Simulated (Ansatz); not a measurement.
```yaml
crystal:
  periodic: [false, false, false]
  atoms:
    - {symbol: N, position_ang: [-0.420041, 1.280459, -0.237477]}
    - {symbol: Si, position_ang: [-0.619286, -0.407425, -0.036979]}
    - {symbol: N, position_ang: [0.759000, -0.946219, 0.807121]}
    - {symbol: Cl, position_ang: [-0.872622, -1.122063, -1.981516]}
    - {symbol: H, position_ang: [-0.936364, 1.763173, -0.955223]}
    - {symbol: H, position_ang: [-0.280403, 1.856141, 0.578251]}
    - {symbol: H, position_ang: [1.678284, -0.618601, 0.548011]}
    - {symbol: H, position_ang: [0.783531, -1.862667, 1.221812]}
basis:
  gaussian: {orbitals: "6-31++G**"}
total_charge: 1
hamiltonian: {xc: {name: wB97M-V}}
charge: 1
output: {forces: true}
```

```sh
$ ansatz run in.yaml --threads 4 --pin off --events-out ev --progress --plain --max-ram 10444MiB
```

It prints (some lines left out):

```
Error: YAML parse error: error: line 16 column 1: unknown field `charge`, expected one of crystal, accuracy, basis, kpoints, hamiltonian, magnetization, projection, total_charge, correlation, batch, efield, external_charges, scf, relax, neb, saddle, md, ramp, phonons, dielectric, real_time, elastic, magnetic_configurations, gw, evaluate, workflow, output, checkpoint, execution
14 | total_charge: 1
15 | hamiltonian: {xc: {name: wB97M-V}}
16 | charge: 1
17 | output: {forces: true}
```

Q: Something in this input is off. What?

A: The input holds a key that doesn't belong there. The input was rejected before any iteration.
